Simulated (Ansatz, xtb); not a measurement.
# C5H6BrNSi: which of two isomers lies lower

We compare X, `[SiH3]c1cccnc1Br`, a singlet, with Y, `[SiH3]c1cnccc1Br`, a singlet. Both are isolated molecules in the gas phase, relaxed with PBE0-D3(BJ)/def2-SVP.

X (Å):

```yaml
atoms:
  - { symbol: C, position_ang: [0.0166, 1.3621, -0.4776] }
  - { symbol: C, position_ang: [0.7324, 2.5448, -0.2565] }
  - { symbol: C, position_ang: [1.3423, 2.7814, 0.9744] }
  - { symbol: C, position_ang: [1.2166, 1.8128, 1.9650] }
  - { symbol: C, position_ang: [-0.0224, 0.4792, 0.6165] }
  - { symbol: Br, position_ang: [-0.9714, -1.1591, 0.4160] }
  - { symbol: N, position_ang: [0.5418, 0.6780, 1.7831] }
  - { symbol: Si, position_ang: [-0.8215, 1.0072, -2.1290] }
  - { symbol: H, position_ang: [-0.2588, -0.2196, -2.7634] }
  - { symbol: H, position_ang: [-2.2956, 0.8568, -1.9613] }
  - { symbol: H, position_ang: [-0.5420, 2.1877, -3.0036] }
  - { symbol: H, position_ang: [0.8123, 3.2866, -1.0564] }
  - { symbol: H, position_ang: [1.9037, 3.6985, 1.1618] }
  - { symbol: H, position_ang: [1.6770, 1.9513, 2.9491] }
```

Y (Å):

```yaml
atoms:
  - { symbol: C, position_ang: [-0.0318, 1.4783, -0.5140] }
  - { symbol: C, position_ang: [-0.1421, 2.8510, -0.2318] }
  - { symbol: C, position_ang: [1.2121, 2.7402, 1.5904] }
  - { symbol: C, position_ang: [1.4129, 1.3694, 1.4329] }
  - { symbol: C, position_ang: [0.7767, 0.7472, 0.3641] }
  - { symbol: Br, position_ang: [1.0166, -1.1084, 0.1072] }
  - { symbol: N, position_ang: [0.4534, 3.4716, 0.7808] }
  - { symbol: Si, position_ang: [-0.9312, 0.7202, -1.9867] }
  - { symbol: H, position_ang: [0.0386, 0.1181, -2.9475] }
  - { symbol: H, position_ang: [-1.8958, -0.3257, -1.5379] }
  - { symbol: H, position_ang: [-1.6737, 1.8292, -2.6567] }
  - { symbol: H, position_ang: [-0.7613, 3.4811, -0.8820] }
  - { symbol: H, position_ang: [1.6969, 3.2661, 2.4211] }
  - { symbol: H, position_ang: [2.0449, 0.8081, 2.1225] }
```

Energies in hartree; the thermal terms are from GFN2-xTB frequencies at re-optimised GFN2-xTB minima (ideal gas, soft modes damped towards free rotors, one conformer each, 298.15 K, 1 atm) and include the zero-point energy:

|  | X | Y |
| --- | --- | --- |
| E, CCSD(T)/def2-SVP | −3109.257678 | −3109.256406 |
| E, MP2/def2-SVP | −3109.166556 | −3109.164966 |
| E, MP2/def2-TZVPP | −3110.101425 | −3110.100259 |
| zero-point energy | 0.089854 | 0.089849 |
| H(298 K) − E | 0.099333 | 0.099336 |
| G(298 K) − E | 0.055526 | 0.055487 |

Q: Correct the CCSD(T) difference for the basis set by the MP2 change, then work out ΔE, ΔE₀, ΔH and ΔG for X → Y in kcal/mol (1 Eh = 627.51 kcal/mol) and the equilibrium ratio [Y]/[X].

A: 1. Differences Y − X: CCSD(T) +0.001272, MP2 in the small set +0.001590, MP2 in the large set +0.001166 Eh.
2. ΔE = +0.001272 + (+0.001166 − (+0.001590)) = +0.000848 Eh = +0.53 kcal/mol.
3. ΔE₀ = ΔE + ΔZPE = +0.000848 + (−0.000005) Eh = +0.53 kcal/mol.
4. ΔH = ΔE + (+0.000003) Eh = +0.53 kcal/mol.
5. ΔG = ΔE + (−0.000039) Eh = +0.51 kcal/mol, so ΔS = (ΔH − ΔG)/T = +0.4 J/(mol K).
6. kT = 0.9442 mEh, so K = [Y]/[X] = exp(−ΔG/kT) = exp(−0.86) ≈ 0.42.

The two are too close for this level to say which is favoured. An error of 1 kcal/mol in ΔG would change K by a factor of 5.4. Mirror images and further conformers aren't counted.

As drawn, both hold the same kinds of bond in the same numbers.

Other levels gave ΔE = +1.3 (GFN2-xTB); +1.0 (HF/STO-3G, GFN2-xTB geometries); +1.8 (r2SCAN-D4/def2-SVP, GFN2-xTB geometries); +1.5 (PBE0-D3(BJ)/def2-SVP); +0.7 (HF/def2-SVP); +1.0 (MP2/def2-SVP); +0.8 (CCSD(T)/def2-SVP) kcal/mol. The correlated steps freeze 20 core orbitals; the filled d shell of Br is correlated, in a basis made for valence electrons. Programs: Ansatz 0.2.0, xtb 6.7.1.
